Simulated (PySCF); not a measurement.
C₃H₂BrF, SMILES BrC(=C=C)F. The structure is a stationary point at PBE0-D3(BJ)/def2-SVP.

Question: Give the equilibrium geometry at PBE0-D3(BJ)/def2-SVP (PySCF confirms it by a frequency run) as bond lengths and angles, and its point group. (Estimate from the structure and the level; the computed values follow.)

Answer: point group Cs.
Atoms: C1 C2 C3 F4 Br5 H6 H7. Bond lengths (Å): C1–C2 1.307, C1–H6 1.097, C1–H7 1.097, C2–C3 1.306, C3–F4 1.324, C3–Br5 1.879. Bond angles (°): C2–C1–H6 121.4, C2–C1–H7 121.4, H6–C1–H7 117.2, C1–C2–C3 178.9, C2–C3–F4 124.2, C2–C3–Br5 122.9, F4–C3–Br5 112.9.
Charge 0, spin multiplicity 1.
